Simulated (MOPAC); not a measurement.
MOPAC input (PM6):

```
PM6 FORCE THERMO(298,298) PRECISE LET GEO-OK AUX(PRECISION=9) THREADS=1
H7N3OSi

N    -0.75810709 1    1.42278287 1   -0.48549933 1
Si    0.02288429 1   -0.01319654 1   -0.00219936 1
N    -1.12138036 1   -1.27067634 1    0.12015988 1
N     0.77049682 1    0.22622452 1    1.51084549 1
O     1.10806144 1   -0.39841336 1   -1.06383941 1
H    -0.95126913 1    2.18998492 1    0.13371546 1
H    -0.98744974 1    1.64877092 1   -1.43739931 1
H    -0.89444057 1   -2.24838644 1    0.07059357 1
H    -2.11466904 1   -1.12230526 1    0.14643498 1
H     1.66915446 1    0.65836663 1    1.63540366 1
H     0.41349031 1   -0.14079593 1    2.37524732 1
H     1.71591076 1   -0.61417554 1   -1.65894619 1
```

From the output:

```
     H   12   0.024425   0.024416   0.012629   0.024413   0.012626   3.327786

          HEAT OF FORMATION =    -127.840719 KCALS/MOLE

          ZERO POINT ENERGY      49.472 KCAL/MOL

           NORMAL COORDINATE ANALYSIS (Total motion = 1 Angstrom)

   Root No.       1         2         3         4         5         6         7         8

                 1 E       1 E       2 E       2 E       1 A       3 E       3 E       2 A

                 138.6     138.6     280.8     280.8     307.8     323.4     323.4     385.6

           1    0.0011   -0.0032    0.0033   -0.0034    0.0170   -0.0176    0.0485    0.0003
           2   -0.0316    0.0286    0.0274   -0.0290    0.0299   -0.0445   -0.0280   -0.0083
           3   -0.0133   -0.0263   -0.0217   -0.0381   -0.0419   -0.0186    0.0017   -0.0023
           4    0.0008   -0.0016    0.0030   -0.0049    0.0160   -0.0157    0.0462   -0.0015
           5   -0.0014   -0.0010    0.0050    0.0019   -0.0227    0.0399    0.0224    0.0021
           6   -0.0011    0.0001    0.0017    0.0031    0.0394    0.0293   -0.0058   -0.0037
           7    0.0192   -0.0186   -0.0347    0.0269   -0.0257    0.0396   -0.0121   -0.0059
           8   -0.0092    0.0039    0.0172   -0.0084   -0.0089    0.0214    0.0462    0.0018
           9    0.0236    0.0364    0.0224    0.0271   -0.0469   -0.0363    0.0126    0.0061
          10   -0.0379   -0.0118   -0.0111   -0.0377   -0.0338   -0.0151   -0.0463    0.0078
          11    0.0060   -0.0227   -0.0390   -0.0044    0.0393    0.0152   -0.0262    0.0035
          12   -0.0232    0.0092    0.0197   -0.0073   -0.0159    0.0476   -0.0149    0.0015
          13    0.0131    0.0338    0.0356    0.0195    0.0183    0.0134   -0.0547    0.0013
          14    0.0343   -0.0057   -0.0116    0.0363   -0.0260   -0.0480   -0.0218   -0.0019
          15    0.0144   -0.0170   -0.0211    0.0130    0.0452   -0.0331    0.0096    0.0033
          16    0.0089    0.0041    0.0256    0.0428    0.0763    0.0420    0.0521   -0.0078
          17   -0.0420   -0.1971    0.1796    0.0212    0.0255   -0.1041   -0.0951   -0.1366
          18   -0.0157    0.0298   -0.0797   -0.0859   -0.0841   -0.0462    0.0183    0.0387
          19   -0.0094   -0.0077   -0.0226   -0.0511   -0.0448   -0.0733    0.0571    0.0045
          20    0.0314    0.2112   -0.0924   -0.0862    0.0466   -0.0575   -0.0467    0.1777
          21   -0.0297   -0.0541   -0.0243   -0.0648   -0.0887   -0.0569    0.0101   -0.0244
          22   -0.0494   -0.0345   -0.0379    0.0870   -0.0351    0.0532   -0.0258    0.0628
          23    0.0051    0.0165    0.0482   -0.0789    0.0602   -0.0051    0.1066   -0.0270
          24    0.2084    0.0696    0.0024   -0.0799   -0.0849   -0.0500   -0.0044   -0.1658
          25    0.0809    0.0054   -0.0698    0.0270   -0.0820    0.0919   -0.0634   -0.0307
          26   -0.0200   -0.0076   -0.0008    0.0366   -0.0518    0.0377    0.0117    0.0190
          27   -0.1799   -0.0689    0.0447    0.2007   -0.0644   -0.1128    0.0118    0.1376
          28   -0.1623    0.1203   -0.1321    0.0331   -0.0289   -0.0178   -0.0804   -0.1689
          29   -0.0012   -0.0172   -0.0527   -0.0007    0.0476    0.0107   -0.0339   -0.0066
          30   -0.0688    0.0739    0.0443    0.0213   -0.0947    0.0924    0.0293   -0.0601
          31    0.1464   -0.1229    0.1183   -0.1376   -0.0495    0.0207   -0.1086    0.1313
          32   -0.0042   -0.0254   -0.1038   -0.0012    0.1046   -0.0171   -0.0792   -0.0142
          33    0.0617   -0.0474    0.0481   -0.0548    0.0125    0.0483   -0.0751    0.0528
          34   -0.0001    0.0093    0.0629    0.0252    0.0184    0.0124   -0.1148    0.0002
          35    0.0088    0.0017   -0.0120    0.0626   -0.0260   -0.1036   -0.0315   -0.0003
          36    0.0051   -0.0028   -0.0324    0.0258    0.0452   -0.0647    0.0284    0.0005

   Root No.       9        10        11        12        13        14        15        16

                 3 A       4 E       4 E       5 E       5 E       4 A       6 E       6 E

                 446.3     463.1     463.1     566.6     566.6     688.1     736.7     736.7

           1    0.0043    0.0061    0.0043    0.0117   -0.0025   -0.0070   -0.0162    0.0204
           2   -0.0268   -0.0293   -0.0071   -0.0204   -0.0123    0.0009    0.0041    0.0134
           3    0.0022    0.0090    0.0082    0.0032    0.0032   -0.0237    0.0207    0.0381
           4   -0.0012   -0.0010    0.0013    0.0031   -0.0017   -0.0058    0.0020   -0.0016
           5    0.0018    0.0010    0.0012    0.0022    0.0025    0.0082    0.0017    0.0017
           6   -0.0031    0.0010    0.0002   -0.0000    0.0021   -0.0143    0.0002    0.0016
           7   -0.0124    0.0027   -0.0085    0.0033    0.0103   -0.0166    0.0125   -0.0377
           8   -0.0001    0.0062   -0.0004    0.0074    0.0053    0.0134   -0.0306    0.0083
           9    0.0243   -0.0236    0.0212    0.0014   -0.0220   -0.0127    0.0027   -0.0101
          10    0.0238   -0.0084   -0.0252   -0.0189    0.0065    0.0015    0.0150    0.0111
          11    0.0047   -0.0033    0.0019   -0.0014    0.0061    0.0171    0.0337   -0.0116
          12    0.0123   -0.0008   -0.0207   -0.0114    0.0126   -0.0179   -0.0237   -0.0197
          13    0.0003    0.0097    0.0051   -0.0401    0.0053    0.0222   -0.0011   -0.0058
          14   -0.0004    0.0063   -0.0081   -0.0122   -0.0342   -0.0315    0.0048   -0.0021
          15    0.0006   -0.0003   -0.0068    0.0093   -0.0219    0.0547    0.0032    0.0011
          16   -0.0204   -0.0049    0.0028    0.0085    0.0018   -0.1197    0.0795    0.2021
          17    0.1770    0.1560    0.0628    0.0774    0.0375    0.0158   -0.0274   -0.0433
          18   -0.0326   -0.0327   -0.0100   -0.0200   -0.0134    0.0590   -0.0443   -0.0882
          19    0.0037   -0.0131    0.0015    0.0012   -0.0192    0.1089   -0.1127   -0.1568
          20    0.1214    0.2002    0.0170    0.1427    0.0704   -0.0152    0.0077   -0.0088
          21   -0.0189   -0.0380    0.0019   -0.0280   -0.0213    0.0672   -0.0543   -0.0939
          22    0.0409   -0.0419    0.0558   -0.0018   -0.0480    0.0110   -0.0212    0.0167
          23   -0.0184    0.0092   -0.0066    0.0198    0.0079   -0.1195    0.0822   -0.2003
          24   -0.1145    0.1078   -0.1625    0.0039    0.1495    0.0468   -0.0150    0.0512
          25    0.0642   -0.0421    0.0329   -0.0031   -0.0177    0.0956   -0.0914    0.1504
          26   -0.0011    0.0148   -0.0055    0.0039    0.0146    0.0930   -0.0986    0.1321
          27   -0.1693    0.1262   -0.1037    0.0030    0.0832    0.0161   -0.0064    0.0023
          28   -0.1156    0.0781    0.1707    0.1217   -0.0816   -0.0223   -0.0645   -0.0020
          29   -0.0023    0.0003    0.0081    0.0019    0.0019   -0.0039   -0.0028   -0.0113
          30   -0.0417    0.0416    0.0788    0.0696   -0.0217    0.1268    0.1999   -0.0265
          31   -0.1599    0.0215    0.1582    0.0704   -0.0447    0.0251    0.0220    0.0127
          32   -0.0112   -0.0003    0.0005   -0.0097    0.0038   -0.1103   -0.1851   -0.0148
          33   -0.0843    0.0150    0.0684    0.0274   -0.0131   -0.0724   -0.1325   -0.0196
          34   -0.0006   -0.1285   -0.1321    0.4055   -0.0282    0.0172   -0.0075   -0.0009
          35    0.0008   -0.1418    0.0970    0.0982    0.3509   -0.0244   -0.0006   -0.0076
          36   -0.0014   -0.0295    0.1094   -0.1079    0.2134    0.0423    0.0027   -0.0040

   Root No.      17        18        19        20        21        22        23        24

                 5 A       6 A       7 E       7 E       8 E       8 E       7 A       8 A

                 760.5     952.8     998.1     998.1    1546.4    1546.4    1555.8    2412.8

           1    0.0705   -0.0540   -0.1126   -0.0371   -0.0300    0.0111    0.0193    0.0004
           2    0.0022   -0.0018   -0.0003   -0.0099   -0.0012    0.0011    0.0011   -0.0004
           3   -0.0205   -0.0213    0.0124   -0.0144    0.0002    0.0000   -0.0002    0.0006
           4    0.0050    0.0296    0.0979    0.0314    0.0011    0.0001   -0.0003   -0.0022
           5   -0.0071   -0.0420   -0.0113    0.0969    0.0001    0.0010    0.0004    0.0031
           6    0.0124    0.0731   -0.0462    0.0430   -0.0004    0.0005   -0.0008   -0.0055
           7   -0.0392   -0.0001   -0.0273   -0.0399   -0.0078   -0.0061   -0.0061    0.0001
           8   -0.0609    0.0574   -0.0165   -0.1106   -0.0242   -0.0175   -0.0183   -0.0004
           9   -0.0122   -0.0092   -0.0021   -0.0064   -0.0014   -0.0004   -0.0011    0.0006
          10   -0.0256    0.0198   -0.0376    0.0225   -0.0012    0.0114   -0.0075    0.0002
          11    0.0507   -0.0069    0.0350   -0.0546    0.0023   -0.0139    0.0091   -0.0002
          12    0.0465   -0.0542    0.0722   -0.0578    0.0038   -0.0237    0.0153    0.0007
          13   -0.0208   -0.0221   -0.0055   -0.0017    0.0006   -0.0002    0.0002   -0.0153
          14    0.0295    0.0314    0.0006   -0.0055    0.0003    0.0005   -0.0004    0.0218
          15   -0.0512   -0.0546    0.0026   -0.0025   -0.0001    0.0004    0.0006   -0.0378
          16   -0.0160   -0.1471   -0.0698   -0.1043    0.1907   -0.0751   -0.1267    0.0001
          17   -0.0015    0.0158    0.0178    0.0279   -0.0152    0.0042    0.0096    0.0010
          18    0.0457    0.0505   -0.0164    0.0325   -0.1355    0.0535    0.0910    0.0054
          19    0.1609    0.0309   -0.1699    0.0297    0.1895   -0.0741   -0.1262    0.0028
          20   -0.0015    0.0248    0.0108    0.0211    0.0387   -0.0164   -0.0269    0.0009
          21    0.0515    0.0385   -0.0445    0.0307    0.1310   -0.0505   -0.0880   -0.0094
          22   -0.0126    0.0328    0.0084   -0.0351   -0.0532   -0.0375   -0.0421   -0.0081
          23   -0.1663   -0.0444   -0.1201   -0.1304    0.1927    0.1359    0.1489   -0.0001
          24    0.0272   -0.0021    0.0134    0.0292   -0.0266   -0.0205   -0.0209   -0.0055
          25    0.0420    0.0979    0.0543   -0.0535    0.1566    0.1107    0.1211    0.0048
          26    0.0020    0.1213    0.0380   -0.1015    0.1197    0.0837    0.0913   -0.0018
          27    0.0244    0.0118    0.0052    0.0246    0.0493    0.0328    0.0376    0.0019
          28   -0.0525   -0.0337    0.0021    0.0561    0.0124   -0.1007    0.0677   -0.0018
          29    0.0319   -0.0228    0.0355   -0.0306    0.0044   -0.0297    0.0208    0.0093
          30    0.1574    0.0373    0.0534   -0.1610   -0.0291    0.2087   -0.1392   -0.0027
          31    0.0068    0.0343   -0.0107    0.0015    0.0051   -0.0504    0.0333   -0.0009
          32   -0.0469   -0.1161    0.0810    0.0218   -0.0282    0.2104   -0.1404   -0.0047
          33    0.0105   -0.0990    0.1005   -0.0235   -0.0127    0.0914   -0.0601    0.0025
          34   -0.0164   -0.0115    0.0114    0.0156   -0.0018   -0.0001   -0.0010    0.2981
          35    0.0232    0.0163   -0.0121    0.0133   -0.0002   -0.0015    0.0014   -0.4230
          36   -0.0403   -0.0284   -0.0116    0.0013    0.0006   -0.0008   -0.0025    0.7351

   Root No.      25        26        27        28        29        30

                 9 A       9 E       9 E      10 E      10 E      10 A

                2815.4    2815.4    2815.4    2844.7    2844.7    2853.4

           1   -0.0003    0.0004    0.0001    0.0144   -0.0105   -0.0116
           2    0.0034   -0.0018   -0.0054    0.0012   -0.0010   -0.0010
           3    0.0172   -0.0091   -0.0258   -0.0004   -0.0005   -0.0004
           4    0.0002   -0.0003    0.0003    0.0009   -0.0007   -0.0001
           5   -0.0002   -0.0003   -0.0002   -0.0005   -0.0009    0.0002
           6    0.0004   -0.0001   -0.0002   -0.0007   -0.0002   -0.0003
           7    0.0157   -0.0152    0.0194   -0.0001   -0.0051    0.0031
```
